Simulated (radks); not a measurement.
Spin polarisation of the 4p1 shell in Se3+. Start: [Ar] 3d10 4s2 4p(up 0.5, down 0.5); electrons of 4p are moved from spin down to spin up, other shells keep equal spins. Method: scalar-relativistic Kohn-Sham, r2SCAN, spin-polarised, spherical densities, finite nucleus; meta-GGA in the generalised Kohn-Sham scheme; Fermi nuclear charge, rms radius of each element as measured or else 0.836 A^(1/3) + 0.57 fm; computed with a radial shooting solver on a logarithmic mesh with Libxc functionals.

moment (Bohr magnetons)  E - E(0) (eV)  e(4p up) (eV)  e(4p down) (eV)  4s down minus up (eV)  3d down minus up (eV)  3p down minus up (eV)
0                                0.000        -36.409          -36.409                 0.000                  0.000                  0.000
0.25                            -0.029        -36.634          -36.165                  0.444                  0.044                  0.029
0.5                             -0.118        -36.845          -35.897                  0.891                  0.088                  0.058
0.75                            -0.267        -37.043          -35.590                  1.342                  0.133                  0.086
1                               -0.483        -37.231          -35.241                  1.813                  0.177                  0.115

At moment 1 the spin-polarisation energy is -0.483 eV and the 4p exchange splitting 1.990 eV, that is 1.990 eV per Bohr magneton; E = -I m^2/4 would give I = 1.931 eV.
